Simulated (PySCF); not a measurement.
# Indirect couplings

Geometry:
```
atom   x (Å)   y (Å)   z (Å)
  C1  -2.444   0.998   0.052
  C2  -1.693  -0.069  -0.190
  C3  -0.242  -0.150  -0.070
  C4   0.565   0.919   0.326
  C5   1.933   0.732   0.407
  N6   2.538  -0.411   0.129
  C7   1.781  -1.428  -0.248
  C8   0.404  -1.354  -0.363
  H9  -3.514   0.968  -0.063
 H10  -2.032   1.939   0.374
 H11  -2.168  -0.989  -0.511
 H12   0.139   1.879   0.569
 H13   2.586   1.540   0.711
 H14   2.310  -2.347  -0.467
 H15  -0.165  -2.217  -0.676
```

Indirect spin–spin couplings were computed at B3LYP/pcJ-1 (spin–dipole term only in couplings to heteroatoms) (PySCF) on a GFN2-xTB structure, for the isolated molecule, without vibrational or relativistic corrections. Couplings are averaged over pairs made equivalent by symmetry, fast rotation or ring inversion, so a value needn't be that of the named pair in this geometry, while other rotamers aren't included; one pair stands for each set, and the list holds a selection of those of at least 1.5 Hz over up to four bonds.

Isotopes: 13C, 1H, 15N.

```tsv
pair	bonds	J (Hz)
C1, C2	1	77.9
C1, H9	1	168.0
C1, H10	1	161.2
C2, C3	1	58.6
C2, H11	1	160.4
C3, C4	1	?
C4, C5	1	?
C4, H12	1	165.8
C5, H13	1	182.7
C2, C4	2	?
C2, H10	2	-2.3
C4, N6	2	?
C4, H13	2	10.2
C5, C7	2	?
C5, H12	2	3.1
N6, H13	2	-11.8
C1, C4	3	5.0
C2, C5	3	3.8
C2, H12	3	?
C3, N6	3	-4.0
C3, H10	3	7.2
C4, H15	3	5.7
C5, H14	3	?
H9, H11	3	?
H12, H13	3	5.9
C4, H14	4	-1.8
```

Question: Estimate the withheld couplings, with signs.

Answer: 
- 1J(C3,C4) = 60.6 Hz (bond length 1.397 Å)
- 1J(C4,C5) = 60.8 Hz (bond length 1.384 Å)
- 2J(C2,C4) = 2.5 Hz (angle at C3 124°)
- 2J(C4,N6) = 2.3 Hz (angle at C5 124°)
- 2J(C5,C7) = -4.6 Hz (angle at N6 118°)
- 3J(C2,H12) = 5.4 Hz (mean over equivalent pairs that range from 4.1 to 6.8 Hz in this conformer)
- 3J(C5,H14) = 12.0 Hz (dihedral angle 180°)
- 3J(H9,H11) = 12.5 Hz (dihedral angle 0°)
